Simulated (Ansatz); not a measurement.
Reactions of FH3SeSi (`F[SiH2][SeH]`).

Isolated molecules relaxed with PBE0-D4/def2-TZVP in Ansatz; ΔE leaves out vibrations. CCSD(T)/CBS adds triple-zeta CCSD(T) − MP2 to the extrapolated MP2 energy (def2 sets, frozen cores). This one scheme is used for every species, atoms too. DFT in def2-TZVPP. Open shells (•) are unrestricted, without spin–orbit coupling. For Se outer-core shells are correlated without core-valence functions, so the limit isn't a true one: a few kJ/mol of doubt a bond, and 10 to 20 or more in all where bonds break to atoms. Scalar relativity is left out up to krypton. One conformer a species, not always the lowest.

| reaction | MP2/CBS(def2) (kcal/mol) | ωB97X-V (kcal/mol) | r2SCAN-D4 (kcal/mol) | HF/CBS(def2) (kcal/mol) | CCSD(T)/CBS(def2) (kcal/mol) |
| --- | --- | --- | --- | --- | --- |
| `F[SiH2][SeH]` + `SS` → `F[SiH2]SS` + H₂Se | 0.4 | 0.8 | 0.5 | 3.1 | 0.8 |
| `F[SiH2][SeH]` + `CO[SiH2]F` → `F[SiH2]OC[SeH]` + `F[SiH3]` | 26.2 | 25.4 | 26.1 | 27.3 | 25.8 |
| `F[SiH2][SeH]` + `C=C(S)S` → `C=C(S)S[SiH2]F` + H₂Se | 0.5 | 0.2 | 0.7 | 2.0 | 0.5 |
| `F[SiH2][SeH]` + `N[SiH3]` → `[SiH3]N[SiH2][SeH]` + H–F | 14.8 | 17.4 | 17.6 | 21.2 | 15.6 |
| `F[SiH2][SeH]` + H• → `F[SiH][SeH]`• + H₂ | -8.1 | -9.9 | -14.7 | -5.2 | -11.0 |
| `F[SiH2][SeH]` + `B[SeH]` → `B[Se][SiH2]F` + H₂Se | 1.6 | 2.0 | 2.4 | 2.1 | 1.9 |
| `F[SiH2][SeH]` + `[SiH3]S` → `S[SiH2][SeH]` + `F[SiH3]` | 0.1 | 1.1 | 1.3 | 1.0 | 0.7 |

Largest T1 diagnostic: 0.013, for `F[SiH][SeH]`•.
